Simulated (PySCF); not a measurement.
Converging BeO⁺ in the basis (PBE0)

PySCF, UKS reference; doublet, unpaired electrons π ↑; De to Be⁺ + O without counterpoise correction.

```tsv
basis	relativity	functions	Re (Å)	ωe (cm⁻¹)	De (eV)	μ (D)
cc-pVDZ	no relativity	28	1.449	1229	3.62	-7.54
aug-pcseg-1	no relativity	36	1.445	1214	3.53	-7.52
cc-pVTZ	no relativity	60	1.418	1289	3.85	-7.45
```

Problem. How does each smaller set differ from the one with most functions, cc-pVTZ?

Solution. cc-pVDZ: +3.1 pm, -4.7 % in ωe, -0.23 eV in De; aug-pcseg-1: +2.7 pm, -5.8 % in ωe, -0.32 eV in De. All at PBE0; the set with most functions is neither the basis-set limit nor always the best.

A positive dipole points towards O; it is taken about the centre of mass and depends on that origin. For an ion De counts to the pair picked by the measured ionisation energies or electron affinities, which need not be the lowest pair at this level. The state is the lowest determinant that a PBE0 search found; another state may lie lower at other levels.
